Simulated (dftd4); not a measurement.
Cl3Eu, septet, geometry from GFN2-xTB (such geometries of metal compounds can be far from the true shape); D4 for pbe0 run with dftd4.

The dftd4 input:
```
$ dftd4 mol.xyz --func pbe0 --charge 0 --json dftd4.json --noedisp --property

# file mol.xyz
4

Eu    -0.24696098    -0.15820251    -0.03161308
Cl    -2.36060967    -1.51219996    -0.30217791
Cl     1.06448499     2.05474653    -0.34264689
Cl     2.21133300     0.04373332     0.76197918
```

**Question.** Predict the main parts of the log of this dftd4 run.

**Answer.** 
```
                    ____  _____ _____     ____  _  _
      -------------|  _ \|  ___|_   _|---|  _ \| || |------------
     |             | | | | |_    | | ___ | | | | || |_           |
     |             | |_| |  _|   | ||___|| |_| |__   _|          |
     |             |____/|_|     |_|     |____/   |_|            |
     |             ===================================           |
     |            E. Caldeweyher, S. Ehlert & S. Grimme          |
     |          Mulliken Center for Theoretical Chemistry        |
     |                    University of Bonn                     |
      -----------------------------------------------------------

Rational (Becke-Johnson) damping: pbe0-D4-ATM
---------------------
  s6         1.0000
  s8         1.2007
  s9         1.0000
  a1         0.4009
  a2         5.0293
 alp        16.0000
--------------------

Atomic data, radii in Ångström:
------------------------------------------------------
   Z          R(cov)      r4/r2   hardness         EN
------------------------------------------------------
  63 Eu       2.0133     4.6531     0.1896     1.1800
  17 Cl       1.3200     1.9735     0.4312     3.1600
------------------------------------------------------

Atomic reference systems (in atomic units):
----------------------------------------------------------------------------
   Z        #      CN     q+Z       C6(AA)   #      CN     q+Z       C6(AA)
----------------------------------------------------------------------------
  63 Eu     1  0.0000 35.0000    3520.8164   2  1.5327 35.6533     287.5369
  17 Cl     1  0.0000 17.0000      92.6806   2  0.8444 16.8495     101.8771
----------------------------------------------------------------------------

Atomic properties (in atomic units):
----------------------------------------------------------------------------
     #    Z              CN          q      C6(AA)        C8(AA)   alpha(0)
----------------------------------------------------------------------------
     1   63 Eu       2.1365     1.0611    280.2167    64999.0413    41.4460
     2   17 Cl       0.7141    -0.4294    110.8038     4623.1277    16.0878
     3   17 Cl       1.3177    -0.3158    107.2145     4473.3726    15.8286
     4   17 Cl       1.3177    -0.3158    107.2145     4473.3726    15.8286
----------------------------------------------------------------------------

Molecular properties (in atomic units):
----------------------------------------
 molecular C6                2215.7868
 molecular C8              200142.0645
----------------------------------------

Dispersion energy:      -3.5636345105214E-03 Eh

[Info] JSON dump of results written to 'dftd4.json'
```
